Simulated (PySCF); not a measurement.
CH6GeSe, SMILES C[Se][GeH3], singlet (B3LYP/def2-SVP optimised geometry):

```
9

Se     0.106     1.146     0.000
C     -1.850     0.858    -0.001
H     -2.307     1.857     0.001
H     -2.166     0.314     0.900
H     -2.165     0.318    -0.904
Ge     0.766    -1.133     0.000
H      2.307    -1.133     0.000
H      0.232    -1.857     1.257
H      0.232    -1.857    -1.257
```

Calculation: PySCF with B3LYP/def2-TZVP.

Problem. What are the frontier orbital energies and the dipole moment?

Solution. HOMO-2 -9.19 eV, HOMO-1 -8.07 eV, HOMO -6.25 eV, LUMO -0.56 eV, LUMO+1 0.07 eV; dipole moment 1.33 D.

On the same geometry PBE/def2-TZVP (PySCF) gives HOMO-2 -8.18 eV, HOMO-1 -7.20 eV, HOMO -5.34 eV, LUMO -1.15 eV, LUMO+1 -0.59 eV; dipole moment 1.31 D.

Meta-Löwdin charges at B3LYP/def2-TZVP: Se1 -0.10, C2 -0.40, H3 0.13, H4 0.12, H5 0.12, Ge6 0.30, H7 -0.05, H8 -0.06, H9 -0.06.
